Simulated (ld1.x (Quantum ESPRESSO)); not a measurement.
# Reading a pseudo-wave (Tb (Z = 65))

Columns: radius, all-electron u(r) and pseudo u(r) of the 6s shell (level -3.86 eV) of terbium in the configuration [Kr] 4d10 5s2 4f9 5p6 5d0 6s2 6p0; LDA (PZ), scalar-relativistic, TM semilocal scheme, ld1.x (Quantum ESPRESSO) 7.5.

```csv
r (bohr),all-electron,pseudo
0.163,0.1023,-0.0100
0.325,-0.0874,-0.0205
0.488,-0.1340,-0.0321
0.650,0.0260,-0.0451
0.813,0.1794,-0.0606
0.975,0.2491,-0.0788
1.138,0.2399,-0.1007
1.300,0.1779,-0.1269
1.463,0.0868,-0.1582
1.625,-0.0144,-0.1944
1.788,-0.1153,-0.2359
1.950,-0.2080,-0.2814
2.113,-0.2903,-0.3297
2.275,-0.3598,-0.3780
2.438,-0.4174,-0.4240
2.600,-0.4629,-0.4647
2.763,-0.4981,-0.4983
2.925,-0.5235,-0.5235
3.088,-0.5408,-0.5408
3.250,-0.5509,-0.5509
3.413,-0.5548,-0.5548
3.575,-0.5536,-0.5536
3.738,-0.5479,-0.5479
3.900,-0.5386,-0.5386
4.063,-0.5264,-0.5264
4.225,-0.5118,-0.5118
```

Task: How many radial nodes do the two functions have?

Result: The all-electron 6s function has n − l − 1 = 5 (the table is too coarse to show those close to the nucleus); the pseudo-wave has 0, since the states of the same l below it are removed with the core.

Task: At about which radius was the pseudo-wave matched?

Result: 3.10 bohr. The columns agree to 0.0005 from 2.76 bohr on; several derivatives are matched, so the curves merge somewhat inside the radius.

Task: Where does each function peak?

Result: Outermost all-electron maximum near 3.41 bohr, pseudo maximum near 3.41 bohr (to the table’s step).

Task: Is the pseudo-wave norm-conserving?

Result: Yes: the TM semilocal scheme keeps the norm inside the radius equal to the all-electron one, which fixes the energy derivative of the logarithmic derivative at the level.
